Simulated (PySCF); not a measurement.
A structure optimised at PBE0-D3(BJ)/def2-SVP, used in a PySCF frequency run:

```
C
H 1 1.1051
H 1 1.1196 2 105.22
N 1 1.4451 2 108.48 3 -120.85
C 4 1.4393 1 113.55 2 -179.61
H 5 1.1009 4 110.00 1 176.73
H 5 1.1011 6 107.40 4 120.62
H 5 1.1154 6 107.65 7 115.41
C 4 1.4400 5 112.11 6 -54.61
H 9 1.1011 4 110.15 5 174.34
H 9 1.1013 10 107.75 4 120.21
H 9 1.1152 10 107.60 11 115.89
Si 1 1.8990 2 105.06 3 114.31
H 13 1.4966 1 109.54 2 73.86
H 13 1.4983 14 107.81 1 -121.38
C 13 1.8811 14 110.59 15 -119.07
H 16 1.1006 13 110.97 14 61.38
H 16 1.1011 17 107.95 13 121.89
H 16 1.1013 17 107.83 18 116.54
```

Write its SMILES and formula.

C[SiH2]CN(C)C, C4H13NSi

What are its rotational constants (standard atomic weights)?

6.1562, 1.3238, 1.1605 GHz
